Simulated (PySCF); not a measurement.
s-indacene (C₁₂H₈), SMILES C1=Cc2cc3c(cc2=C1)C=CC=3.

Geometry: PBE-D3(BJ)/def2-SVP.

The numbers are results of PySCF with SMD-ωB97X/6-31G*, not measurements.

Solvation free energies are E(SMD) − E(gas) at the gas-phase geometry, for 1 M in both phases. In vacuum the dipole moment is 0.00 D.

| solvent | ΔG(solv) (kcal/mol) | its non-electrostatic (CDS) part | dipole (D) |
|---|---|---|---|
| water | -4.1 | 3.7 | 0.00 |
| N,N-dimethylformamide | (withheld) | (withheld) | (withheld) |
| dichloromethane | -12.2 | -5.8 | 0.00 |

Task: What belongs in the gaps? (An estimate is asked for; the answer gives what the named calculation found.)

Result: 
- N,N-dimethylformamide, ΔG(solv) (kcal/mol): -9.8
- N,N-dimethylformamide, its non-electrostatic (CDS) part: -2.3
- N,N-dimethylformamide, dipole (D): 0.00
